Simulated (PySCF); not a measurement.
C7H9BO2, SMILES Cc1ccc(B(O)O)cc1, GFN2-xTB optimised geometry.

```
19

C     -1.93    -2.74    -0.02
C     -1.15    -1.46     0.00
C     -1.81    -0.24     0.00
C     -1.10     0.95    -0.01
C      0.29     0.96     0.00
B      1.13     2.30    -0.01
O      2.46     2.24     0.21
O      0.59     3.54    -0.22
C      0.94    -0.27     0.00
C      0.23    -1.46     0.00
H     -2.86    -2.65     0.54
H     -1.34    -3.56     0.40
H     -2.18    -3.01    -1.05
H     -2.89    -0.21     0.00
H     -1.65     1.88     0.00
H      2.89     3.09     0.19
H     -0.35     3.56    -0.39
H      2.02    -0.28     0.01
H      0.77    -2.40     0.00
```

Density from B3LYP/def2-SVP (PySCF 2.14.0) at that geometry.

Minimum of the electron density along straight lines between bonded atoms, close to the bond critical point (lines longer than 1.1 times the sum of covalent radii, or with two minima, are not listed):

```
bond     length / Å  ρ at the minimum / e bohr⁻³  ∇²ρ there / e bohr⁻⁵  position (fraction from the first atom)
-------  ----------  ---------------------------  --------------------  ---------------------------------------
C1–C2         1.498                          ___                   ___                                     0.49
C2–C3         1.389                        0.312                 -0.80                                     0.50
C3–C4         1.382                        0.316                 -0.82                                     0.50
C4–C5         1.396                        0.307                 -0.78                                     0.51
C5–B6         1.580                          ___                 -0.21                                     0.67
B6–O7         1.351                        0.208                  1.14                                     0.33
B6–O8         1.364                        0.200                  1.11                                     0.33
C5–C9         1.395                        0.308                 -0.78                                     0.49
C2–C10        1.389                        0.312                 -0.80                                     0.50
C9–C10        1.381                        0.316                 -0.83                                     0.50
C1–H11        1.088                        0.277                 -1.02                                     0.63
C1–H12        1.087                        0.278                 -1.02                                     0.63
C1–H13        1.091                        0.274                 -1.00                                     0.63
C3–H14        1.081                        0.283                 -1.06                                     0.62
C4–H15        1.083                        0.281                 -1.04                                     0.62
O7–H16        0.958                        0.357                 -2.38                                     0.81
O8–H17        0.956                        0.360                 -2.41                                     0.81
C9–H18        1.079                        0.287                 -1.11                                     0.63
C10–H19       1.081                        0.283                 -1.07                                     0.63
```

### Question
Complete the blanks.

### Answer

- C1–C2, ρ at the minimum / e bohr⁻³: 0.257
- C1–C2, ∇²ρ there / e bohr⁻⁵: -0.61
- C5–B6, ρ at the minimum / e bohr⁻³: 0.183
